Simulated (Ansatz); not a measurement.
Two isomers of C3H6BFSi: A = `FC1=C[SiH2]BC1`, B = `C#C[SiH2]B(C)F`.

Gas-phase electronic energies from Ansatz, PBE0-D4/def2-TZVP geometries. CCSD(T)/CBS adds triple-zeta CCSD(T) − MP2 to the extrapolated MP2 energy (def2 sets, frozen cores). DFT in def2-TZVPP. B3LYP here is the variant with VWN-RPA as its local correlation; programs differ in this. Each species was taken in one conformer, which may not be the lowest.

Question: Which is lower in electronic energy at CCSD(T)/CBS, and by how much? (Best estimate.)

Answer: The calculation gave: B, by 26.3 kcal/mol.

Question: Give E(B) − E(A) in kcal/mol with ωB97M-V, B3LYP-D4, r2SCAN-D4, B2PLYP, B3LYP, PBE0-D4, PBE-D4. (An estimate is asked.)

Answer: Computed: ωB97M-V -23.2, B3LYP-D4 -25.5, r2SCAN-D4 -21.8, B2PLYP -28.1, B3LYP -27.1, PBE0-D4 -18.0, PBE-D4 -19.6. None reverses the order clearly.

Largest T1 diagnostic: 0.013.

From PBE to PBE0 (25 % exact exchange), in def2-TZVPP and without D4, E(B) − E(A) moves by +1.8 kcal/mol. The D4 term adds +1.6 kcal/mol with B3LYP and +0.7 kcal/mol with PBE0; it sums over pairs of atoms, weighted by their polarisabilities, and B3LYP, whose exchange is more repulsive, gets the larger term.
